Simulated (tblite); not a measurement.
Problem. Write Cartesian coordinates for `N#C[SiH2]S[SiH]O[SiH3]` [radical] as optimised with GFN2-xTB. (Doublet state.)

Solution. 
```xyz
13
CH6NOSSi3 angstrom
N     -1.352    0.927   -2.554
C     -1.623    0.709   -1.463
Si    -2.042    0.324    0.315
S     -1.456   -1.691    0.723
Si     0.367   -1.976   -0.432
O      1.304   -0.674   -0.280
Si     2.007    0.708    0.216
H     -3.486    0.354    0.473
H     -1.297    1.271    1.137
H      1.039   -3.081    0.234
H      3.432    0.480    0.015
H      1.435    1.764   -0.614
H      1.668    0.884    1.630
```

Orientation and origin are arbitrary. Atoms count from 1 in this order. O6 (oxygen bonded to 2 Si) is bent (angle 164.9°). Si5 (silicon bonded to O, S and H) is pyramidal (angles 109.4°, 107.6° and 104.1°, sum 321.0°, 0.63 Å off the plane of its three neighbours). The S–Si distances run from 2.138 Å (Si3–S4, drawn single) to 2.177 Å (S4–Si5, drawn single), a spread of 0.039 Å. Si3 (silicon bonded to C, S and 2 H) is distorted tetrahedral (angles from 105.7° to 115.6°).

Bonds between heavy atoms (Å): N1≡C2 1.145, C2–Si3 1.867, Si3–S4 2.138, S4–Si5 2.177, Si5–O6 1.612, O6–Si7 1.628.

The geometry is computed with GFN2-xTB (gas phase). This method treats the open shell by occupation alone, without spin polarisation.

Point group: C1 (no symmetry element, even within 0.4 Å). Its GFN2-xTB frequencies are all real (lowest 30 cm⁻¹). Torsions: C2–Si3–S4–Si5 36°, Si3–S4–Si5–O6 43°, S4–Si5–O6–Si7 19°.

Time: 1.4 s wall. Hardware: one thread, Arm Neoverse V2 (aarch64), shared host with 96 logical CPUs at a one-minute load of 51. This is the geometry optimisation.

One conformer stands for the species.
